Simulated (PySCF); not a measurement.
H₄OSSiZn, SMILES [SH][Zn][O][SiH3].

The structure is a stationary point at PBE-D3(BJ)/def2-SVP. Other conformers were not sampled.

Two levels are set side by side: PBE/def2-TZVP (PySCF) and B3LYP/def2-TZVP (PySCF). Same geometry, gas phase. Differences are taken from unrounded values.

| quantity | PBE |
|---|---|
| orbital gap (eV) | 4.21 |
| highest occupied level (eV) | -6.46 |
| lowest empty level (eV) | -2.25 |
| dipole moment (D) | 1.12 |
| mean polarisability (bohr³) | 76.1 |

These are the PBE values. What does B3LYP give? (Estimate from the structure and the level; the computed values follow.)


```tsv
quantity	B3LYP	PBE minus B3LYP
orbital gap (eV)	5.75	-1.55
highest occupied level (eV)	-7.42	0.96
lowest empty level (eV)	-1.66	-0.59
dipole moment (D)	1.11	0.01
mean polarisability (bohr³)	72.6	3.4
```

PBE's occupied levels lie high since its potential decays too fast outside the molecule; exact exchange lowers them and widens the gap. PBE's more diffuse valence density responds more strongly to a field. Differences between two approximate levels are no errors against the true value.

Rough cost on one machine, each run with all the roots and properties that it gave: B3LYP against PBE within a factor of 2.
